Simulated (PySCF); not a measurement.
## Unknown compound

The spectra below were simulated for a compound CH7ClO3Si2.

¹H NMR (400 MHz, computed): δ 4.97 (t, 2H), 4.56 (s, 1H), 3.31 (t, 2H), 2.14 (br s, 2H).

¹³C{¹H} NMR (computed): δ 31.3 (CH2).

- geometry: GFN2-xTB
- GIAO PBE0/pcSseg-1 shieldings
- program: PySCF 2.14
- gas phase, single conformer, non-relativistic, fast rotation and ring inversion assumed for equivalent nuclei

References, each an isolated molecule treated in the same way: ¹H, ¹³C against TMS.

**Question.** Deduce the structure.

**Answer.** 
- The formula gives 0 degrees of unsaturation.
- Carbon types of the structure: 1 × CH2, leaving 5 H on heteroatoms.
- δC 31.3: sp3 CH2 bonded to Cl and Si; the inductive effect lowers its shielding.
- δH 4.97: hydrogen on a silicon bonded to C, O.
- δH 4.56: hydrogen on a silicon bonded to 3 O.
- δH 3.31: hydrogen on an sp3 CH2 bonded to Cl and Si; its carbon carries Cl, an electronegative neighbour.
- δH 2.14: hydrogen on an oxygen bonded to Si; exchangeable, gas-phase position.

The compound is `O[SiH](O)O[SiH2]CCl`.

This is the structure that produced the data.

The OH or NH signal is concentration- and solvent-dependent in practice; the value given is the gas-phase one. Carbons that carry Cl, above all several Cl atoms, come out too deshielded, partly because spin–orbit coupling is missing. Shifts are as computed. Against solution values, carbons near 30 ppm lie about +3 ppm off and those near 130 ppm about +5 ppm; carbons on Cl a further +6 ppm. Of 1211 compounds with measured shifts, 218 miss one by over three times the rms of a fit or turn the order of signals round; such compounds aren't used in these exercises. Multiplicities follow the n + 1 count of equivalent neighbours, as no J values were calculated; m marks all less simple cases, F and P coupling included.
